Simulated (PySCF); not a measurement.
Computed shifts of a molecule C10H7FS, HF/pcSseg-1 (PySCF), GIAO, gas phase, equivalent atoms averaged, in ppm (number of nuclei): ¹⁹F: -113.7 (1). ¹³C: 166.8 (1), 162.2 (1), 143.0 (1), 139.3 (1), 139.0 (2), 136.0 (2), 121.3 (1), 115.9 (1). ¹H: 8.28 (1), 8.14 (1), 7.96 (2), 7.88 (1), 7.61 (1), 7.10 (1). References: ¹⁹F against CFCl3 (σ = 238.5 ppm); ¹³C against TMS (σ = 192.6 ppm); ³³S against H2S (σ = 725.2 ppm); ¹H against TMS (σ = 31.99 ppm), references at their B3LYP-D3(BJ)/def2-TZVP geometries, non-relativistic. Geometry: B3LYP-D3(BJ)/def2-SVP. The values are those of a single conformer.

Problem. Which structure fits?
A. Fc1csc(-c2ccccc2)c1
B. C=Cc1cc(F)c2sccc2c1
C. Fc1ccsc1-c1ccccc1
D. C=Cc1ccc2sc(F)cc2c1

Solution. A, Fc1csc(-c2ccccc2)c1
